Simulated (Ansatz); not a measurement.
Cartesian coordinates in Å:
```
O 0.246 0.040 2.302
Si 0.900 -0.511 0.895
C 1.128 0.854 -0.393
Si -0.552 0.339 -1.038
O -1.662 1.263 -0.223
C -0.362 -1.352 -0.236
H -0.506 0.629 2.200
H 2.094 -1.296 1.295
H 1.911 0.569 -1.105
H 1.295 1.882 -0.075
H -0.824 0.381 -2.503
H -2.590 1.103 -0.402
H 0.145 -2.045 -0.918
H -1.222 -1.857 0.202
```

Total charge 0; spin multiplicity 1.

Question: List the B3LYP/def2-TZVPP orbital energies in eV (the Gaussian-basis code of Ansatz). (Estimate.)

Answer: The calculation gave: Occupied: -1799.33, -1799.20, -520.73, -520.35, -276.03, -276.02, -143.77, -143.63, -99.13, -99.07, -99.06, -98.98, -98.94, -98.93, -27.60, -27.24, -19.86, -17.99, -15.18, -14.76, -12.79, -12.50, -11.61, -10.99, -10.73, -10.12, -9.88, -9.64, -9.42, -8.33, -7.61, -7.43. Lowest empty: -0.07, 0.52, 0.83, 0.99, 1.25, 2.09, 2.22, 2.38.

B3LYP here is the variant with VWN-RPA as its local correlation; programs differ in this.
